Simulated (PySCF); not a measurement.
# Electron correlation in Ar²⁺ (argon, charge +2)

[Ne] 3s2 3p4, high-spin 3P determinant. Calculation: PySCF 2.14, in x2c-QZVPPall (9s6p4d2f1g, 70 functions); scalar relativity by spin-free X2C-1e. Frozen: [Ne]; 6 electrons correlated.

```csv
level,correlation energy (mhartree)
CCSD,-168.73
(T),-5.00
CCSD(T),-173.73
```

Diagnostics: T1 = 0.0082, D1 = 0.0259, largest double amplitude 0.048.

Cost of the coupled-cluster step: about 6 core-seconds, for 6 correlated electrons.

Iterations:

```
CC2 = 0
CCSD nocc = (np.int64(4), np.int64(2)), nmo = (65, 65)
frozen orbitals [[0, 1, 2, 3, 4], [0, 1, 2, 3, 4]]
max_cycle = 100
direct = 0
conv_tol = 1e-08
conv_tol_normt = 1e-06
diis_space = 8
diis_start_cycle = 0
Init t2, MP2 energy = -0.143920764959166
Init E_corr(UCCSD) = -0.143920764967245
cycle = 1  E_corr(UCCSD) = -0.162593768353816  dE = -0.0186730034  norm(t1,t2) = 0.0388951
cycle = 2  E_corr(UCCSD) = -0.166818142476497  dE = -0.00422437412  norm(t1,t2) = 0.0128033
cycle = 3  E_corr(UCCSD) = -0.168786657755092  dE = -0.00196851528  norm(t1,t2) = 0.00509282
cycle = 4  E_corr(UCCSD) = -0.168730864867141  dE = 5.5792888e-05  norm(t1,t2) = 0.000578677
cycle = 5  E_corr(UCCSD) = -0.168733019143569  dE = -2.15427643e-06  norm(t1,t2) = 7.11826e-05
cycle = 6  E_corr(UCCSD) = -0.168733313645712  dE = -2.94502143e-07  norm(t1,t2) = 1.32015e-05
cycle = 7  E_corr(UCCSD) = -0.168733366303589  dE = -5.26578773e-08  norm(t1,t2) = 2.31507e-06
cycle = 8  E_corr(UCCSD) = -0.168733375839101  dE = -9.5355116e-09  norm(t1,t2) = 5.00278e-07
UCCSD converged
E(UCCSD) = -527.2982189342808  E_corr = -0.1687333758391008
UCCSD(T) correction = -0.00499571387309234
```
